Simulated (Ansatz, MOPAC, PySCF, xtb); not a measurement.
Noncovalent pair: H2S (SMILES S) (first 3 atoms) with HI (SMILES I); geometry from B3LYP-D3(BJ)/def2-TZVP.
(charge 0, multiplicity 1):
```xyz
5

S     -0.0946     0.0723     0.1021
H      0.0562     1.4018     0.2197
H     -1.3905     0.1264     0.4512
I      0.7838    -0.2015     4.1056
H      0.5061    -0.1773     2.4961
```

| level | interaction energy (kJ/mol) | cost |
|---|---|---|
| AM1 | -9.4 | - |
| PM3 | -25.9 | - |
| PM6 | -6.9 | - |
| GFN1-xTB | -9.5 | - |
| GFN2-xTB | -10.6 | - |
| HF/STO-3G (no counterpoise) | -7.6 | - |
| HF/3-21G (no counterpoise) | -3.2 | - |
| HF/def2-SVPD | 2.9 | - |
| HF/def2-TZVPPD | 3.8 | - |
| PBE-D3(BJ)/def2-TZVPPD | -16.2 | ×1 |
| PBE-D4/def2-TZVPPD | -16.1 | ×1 |
| BLYP-D3(BJ)/def2-TZVPPD | -14.0 | ×0.8 |
| BLYP-D4/def2-TZVPPD | -12.8 | ×0.8 |
| revPBE/def2-TZVPPD | -5.7 | ×1 |
| revPBE-D4/def2-TZVPPD | -13.5 | ×1 |
| r2SCAN/def2-TZVPPD | -11.6 | ×1 |
| r2SCAN-D3(BJ)/def2-TZVPPD | -13.1 | ×1 |
| r2SCAN-D4/def2-TZVPPD | -12.7 | ×1 |
| PBE0-D3(BJ)/def2-TZVPPD | -14.3 | ×2 |
| PBE0-D4/def2-TZVPPD | -13.9 | ×2 |
| BHLYP/def2-TZVPPD | -5.1 | ×2 |
| BHLYP-D3(BJ)/def2-TZVPPD | -10.8 | ×2 |
| BHLYP-D4/def2-TZVPPD | -10.6 | ×2 |
| CAM-B3LYP/def2-TZVPPD | -6.4 | ×2 |
| CAM-B3LYP-D4/def2-TZVPPD | -10.3 | ×2 |
| wB97M-V/def2-TZVPPD | -8.7 | ×3 |
| B2PLYP/def2-TZVPPD | -6.8 | ×2 |
| B2PLYP-D4/def2-TZVPPD | -9.7 | ×2 |
| MP2/def2-TZVPPD | -9.1 | - |
| MP2/def2-QZVPPD | -10.6 | - |
| MP2/CBS(def2-TZVPPD, def2-QZVPPD) | -11.7 | - |
| SCS-MP2/def2-SVPD | -4.0 | - |
| SCS-MP2/def2-TZVPPD | -5.3 | - |
| SCS-MP2/def2-QZVPPD | -6.7 | - |
| CCSD/def2-SVPD | -3.2 | - |
| CCSD/def2-TZVPPD | -4.2 | - |
| CCSD/def2-QZVPPD | -5.6 | - |
| CCSD(T)/def2-TZVPPD | -6.1 | ×10 |
| CCSD(T)/def2-QZVPPD | -7.8 | ×300* |
| CCSD(T)/CBS(def2-TZVPPD, def2-QZVPPD) | -9.1 | ×300* |

The rows run from -25.9 (PM3) to 3.8 kJ/mol (HF/def2-TZVPPD). In def2-QZVPPD the value moves MP2 -10.6, CCSD -5.6, CCSD(T) -7.8, a shift of 2.8 from MP2 to CCSD(T). From def2-TZVPPD to def2-QZVPPD CCSD(T) changes by -1.7. The dispersion term adds -7.8 in revPBE-D4, -1.5 in r2SCAN-D3(BJ), -1.1 in r2SCAN-D4. The 6 functionals in def2-TZVPPD without D3 or D4 span 6.5, from r2SCAN to BHLYP.

Monomers are frozen at their geometry in the pair; levels with a basis set take the counterpoise correction. Rows marked so take none.

Cores are frozen in the correlated methods. Filled d and f shells under p-block atoms count as core. CBS: X⁻³ extrapolation of the correlation energy, Hartree–Fock from the larger set. Rows in 3-21G, STO-3G carry no dispersion term and start afresh at each structure; the Pople sets are all-electron and without relativity. The state reached by AM1, PM3, PM6 isn't checked.

Run with Ansatz (an electronic-structure program) with Gaussian orbitals; MOPAC for AM1, PM3, PM6 (differences of heats of formation); PySCF for 3-21G rows, STO-3G rows, the dispersion terms; xtb for the GFN methods.  In def2 rows elements past Kr take small-core potentials, without spin–orbit coupling.

Costs are rough ratios of core time to PBE/def2-TZVPPD (about 7 s over the structures, on one shared machine); a dash marks a level with no comparable run of its own. A star marks coupled-cluster runs past 200 virtual orbitals, where the program's memory plan changes under this machine's limit, so their costs aren't comparable with smaller runs.
